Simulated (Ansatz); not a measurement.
GeH4N2, SMILES `[NH2][Ge][NH2]`, 7 atoms. Total charge 0; spin multiplicity 1. Correlated methods include outer-core shells of Ge, which these sets cover unevenly. Scalar relativity is left out up to krypton. All runs use 2 threads of a server CPU on a shared host. Correlated methods freeze the cores.

How many basis functions does each run have, and how long does it take in Ansatz? RKS ωB97M-V/def2-QZVPP energy; RHF-CCSD(T)/def2-SVP energy; RKS PBE0-D4/def2-QZVPP energy; RKS PBE0-D4/def2-TZVP frequencies; RHF-MP2/def2-QZVPP energy; RKS PBE0-D4/def2-SVP energy; RKS B97M-V/def2-TZVPP energy; RHF-CCSD(T)/def2-TZVPP energy; direct RPA on PBE orbitals/def2-TZVPP energy; RKS PBE0-D4/def2-TZVPP energy; RKS PBE0-D4/def2-TZVP relaxation (6 steps); RKS B3LYP-D4/def2-TZVPP energy and forces. (Estimate.)

Ansatz gave: Other jobs shared the machine, so times are rough.

```
                                level                   job  functions  wall time  peak host memory (GiB)
                 RKS PBE0-D4/def2-SVP                energy         80      1.1 s                    0.14
               RKS PBE0-D4/def2-TZVPP                energy        166      2.2 s                    0.32
                 RHF-CCSD(T)/def2-SVP                energy         80      2.7 s                    0.24
              RKS B3LYP-D4/def2-TZVPP     energy and forces        166      2.9 s                    0.32
direct RPA on PBE orbitals/def2-TZVPP                energy        166      4.2 s                     0.3
               RKS PBE0-D4/def2-QZVPP                energy        323      6.5 s                    0.77
                RKS B97M-V/def2-TZVPP                energy        166        7 s                    0.22
                   RHF-MP2/def2-QZVPP                energy        323       13 s                     1.1
               RKS ωB97M-V/def2-QZVPP                energy        323       15 s                    0.94
                RKS PBE0-D4/def2-TZVP  relaxation (6 steps)        134       17 s                    0.25
               RHF-CCSD(T)/def2-TZVPP                energy        166       39 s                     1.4
                RKS PBE0-D4/def2-TZVP           frequencies        134       70 s                    0.26
```

B3LYP here is the variant with VWN-RPA as its local correlation; programs differ in this.
